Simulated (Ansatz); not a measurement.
The same path of CH5ClO2Si (10 atoms, charge 0, multiplicity 1) was run 3 times with different band settings. The coordinate that changes most is the dihedral H6–O1–C2–Si4.

The calculation used Ansatz, RKS PBE0/def2-SVP.

Relaxed end points:

```xyz
10
Properties=species:S:1:pos:R:3
O -0.940 1.209 -0.400
C 0.137 0.382 -0.260
O 0.685 -0.064 -1.432
Si -0.350 -1.118 0.838
Cl 1.470 1.319 0.662
H -0.673 2.027 -0.844
H 1.168 0.655 -1.865
H -1.401 -1.900 0.125
H -0.876 -0.605 2.132
H 0.863 -1.955 1.049
```

```xyz
10
Properties=species:S:1:pos:R:3
O -0.699 1.298 -0.707
C 0.242 0.350 -0.392
O 0.736 -0.178 -1.527
Si -0.330 -1.039 0.808
Cl 1.616 1.248 0.583
H -0.882 1.832 0.076
H 0.873 0.544 -2.160
H -1.409 -1.826 0.141
H -0.883 -0.365 2.019
H 0.819 -1.916 1.161
```

Common settings: spring 5.0 eV/Å²; optimiser quadratic models (default); start path IDPP; end points relaxed.

| run | movable images | climbing image | force threshold | iteration limit |
| --- | --- | --- | --- | --- |
| 1 | 7 | yes | 0.05 eV/Å | 56 |
| 2 | 6 | no | 0.05 eV/Å | 60 |
| 3 | 7 | yes | 0.2 eV/Å | 60 |

**Question.** What does each run give, and how far can it be trusted?

**Answer.** Run 1: converged after 6 iterations, highest image 0.002 eV above the first end. The top lies less than 8 meV above the higher end, about what the thresholds resolve: that end is a shoulder or a very shallow well. A vibrational analysis at the climbing image gives one clearly imaginary mode, 156i cm⁻¹: a first-order saddle point.
Run 2: converged after 6 iterations, highest image 0.002 eV above the first end. The top lies less than 8 meV above the higher end, about what the thresholds resolve: that end is a shoulder or a very shallow well. No image climbed, so the highest image needn't sit at the top of the path.
Run 3: converged after 4 iterations, highest image 0.003 eV above the first end. The threshold of 0.2 eV/Å is loose, so the images may lie well off the minimum-energy path. The top lies less than 8 meV above the higher end, about what the thresholds resolve: that end is a shoulder or a very shallow well. Another band between the same ends (7 images) ends at a top of the same energy, where a vibrational analysis finds 1 clearly imaginary mode.
